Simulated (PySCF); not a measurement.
Compound: C₆H₇F₂ (doublet state).
SMILES with atom numbers: `[H]/[C:1]=[C:2]1/[CH2:3][CH2:4][C@@:5]1([F:6])[CH2:7][F:8]` (hydrogens: H9 on C1; H10, H11 on C3; H12, H13 on C4; H14, H15 on C7)

Geometry (GFN2-xTB, Å), atoms numbered from 1 in this order:
```
atom  x, y, z in Å
C1    -0.601    2.225    0.181
C2    -0.595    0.957    0.021
C3    -1.444   -0.065   -0.705
C4    -0.677   -1.202   -0.009
C5     0.305   -0.186    0.580
F6     0.400   -0.203    1.954
C7     1.730   -0.205    0.037
F8     1.722   -0.256   -1.328
H9    -0.093    3.017    0.672
H10   -1.299   -0.032   -1.783
H11   -2.506   -0.003   -0.479
H12   -1.248   -1.704    0.769
H13   -0.222   -1.939   -0.667
H14    2.256   -1.097    0.399
H15    2.267    0.701    0.335
```

The hyperfine couplings belong to this conformer and change with its torsions.

Computed with UKS B3LYP, pcH-1 on C F H, non-relativistic, mean-field spin-orbit, GIAO (PySCF). One conformer (not necessarily the lowest) at the GFN2-xTB geometry, without solvent, vibrations or thermal averaging. Couplings are sensitive to structure, and on GFN2-xTB geometries they can be far from those on DFT ones. No stability test was run, so a lower SCF solution isn't excluded.

(1) Give the isotropic g value and a_iso(13C) at C5.

(2) Take this nucleus alone (I = 1/2, g_N = 1.4048) with S = 1/2. Where do its 2 lines fall at 9.79 GHz to first order, to second order and exactly?

(3) What g and a would be read from the two outer exact lines by first-order rules?

(4) Give the zero-field levels of this pair of spins.

Answers

(1) g_iso = 2.00230 and a = +105.86 MHz, or +3.777 mT (Mulliken spin population +0.11). 13C makes up about 1.07 % of the natural element, so this concerns labelled samples or satellites.

(2) First order: B = B0 − a·mI with B0 = 349.335 mT. Second order subtracts a²[I(I+1) − mI²]/(2B0). The exact fields come from the Breit–Rabi levels of H = g μB B Sz − g_N μN B Iz + a S·I.

```json
{"mI": "−1/2", "first order (mT)": "351.223", "second order (mT)": "351.213", "exact (mT)": "351.213", "exact − first order": "-0.010"}
{"mI": "+1/2", "first order (mT)": "347.446", "second order (mT)": "347.436", "exact (mT)": "347.436", "exact − first order": "-0.010"}
```

(3) Their midpoint, 349.324 mT, gives an apparent g of 2.00236 (true 2.00230), and their distance over 2I an apparent |a| of 3.777 mT (true 3.777).

(4) F = I ± 1/2 = 1 and 0, at a·I/2 = +26.5 MHz and −a(I+1)/2 = -79.4 MHz, that is |a|(I + 1/2) = 105.9 MHz apart; F = 0 lies lower.

Other couplings of abundant isotopes, left aside here: 1 × 1H 14 MHz, 1 × 1H 11 MHz, 1 × 1H 10 MHz, 1 × 1H 7 MHz, 1 × 19F 5 MHz, 1 × 19F 2 MHz.
